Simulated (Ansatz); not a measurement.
Relaxation of C₅H₉B (15 atoms, charge 0, multiplicity 1), to a largest force component of 0.02 eV/Å in at most 50 steps.

The calculation used Ansatz 0.2.0, RKS PBE0-D4/6-31G*.

```xyz
15
Properties=species:S:1:pos:R:3:forces:R:3
C 1.458 -0.318 2.689 -1.40 3.05 -0.85
B 1.897 -0.488 1.181 -1.16 0.31 -0.68
C 0.904 -0.270 -0.007 9.95 -2.23 13.31
C 0.252 -0.092 -0.918 -11.72 0.46 -11.28
C -0.745 0.095 -2.051 0.73 -0.63 3.26
C -2.122 0.530 -1.524 -0.06 0.23 -0.13
H 1.558 -1.218 3.245 0.18 -0.88 0.72
H 0.380 0.045 2.688 1.03 -0.68 0.40
H 2.025 0.537 3.198 -0.32 -1.26 -0.54
H 3.019 -0.808 0.995 0.38 -0.26 -0.48
H -0.842 -0.842 -2.591 0.92 0.13 -0.63
H 0.788 0.379 -1.741 0.61 1.52 -2.84
H -2.102 1.492 -0.968 0.04 -0.60 -0.11
H -2.833 0.676 -2.365 0.39 -0.09 0.31
H -2.545 -0.293 -0.862 0.44 0.92 -0.46
```

Question: Where does it end, and by what steps?

Answer: The run converged. The force dipped under the threshold on the way, but the program's further checks kept it going. After 21 steps the energy has fallen by 5.109 eV; H12 moved furthest, 1.39 Å. The start is strongly strained (largest force component 13 eV/Å), so its close contacts needn't be bonds. Parted: C4–H12. Joined: C5–H12.

| step | energy less start (eV) | largest force component (eV/Å) | accepted |
| --- | --- | --- | --- |
| 0 | 0.0000 | 13.307 | yes |
| 1 | -1.8480 | 1.813 | yes |
| 2 | -2.3758 | 1.700 | yes |
| 3 | -2.8322 | 3.280 | yes |
| 4 | -3.3598 | 3.837 | yes |
| 5 | -4.0392 | 3.785 | yes |
| 6 | -4.7644 | 0.985 | yes |
| 7 | -4.9722 | 0.556 | yes |
| 8 | -5.0615 | 0.456 | yes |
| 9 | -5.0960 | 0.284 | yes |
| 10 | -5.1057 | 0.111 | yes |
| 11 | -5.1065 | 0.181 | yes |
| 12 | -5.1070 | 0.139 | yes |
| 13 | -5.1075 | 0.007 | yes |
| 14 | -5.1078 | 0.036 | yes |
| 15 | -5.1080 | 0.057 | yes |
| 16 | -5.1080 | 0.076 | no |
| 17 | -5.1083 | 0.021 | yes |
| 18 | -5.1084 | 0.013 | yes |
| 19 | -5.1086 | 0.021 | yes |
| 20 | -5.1086 | 0.031 | yes |
| 21 | -5.1087 | 0.018 | yes |

```xyz
15
Properties=species:S:1:pos:R:3
C 1.484 -0.291 2.780
B 1.904 -0.565 1.295
C 0.991 -0.328 0.120
C 0.256 -0.140 -0.836
C -0.639 0.096 -1.958
C -2.056 0.497 -1.541
H 1.571 -1.223 3.358
H 0.475 0.110 2.912
H 2.204 0.397 3.247
H 3.008 -0.989 1.074
H -0.669 -0.808 -2.583
H -0.197 0.877 -2.594
H -2.041 1.417 -0.949
H -2.682 0.664 -2.424
H -2.518 -0.288 -0.934
```

The run took 120 s on 2 threads of Arm Neoverse N1, on a shared host, peak memory 0.24 GiB.
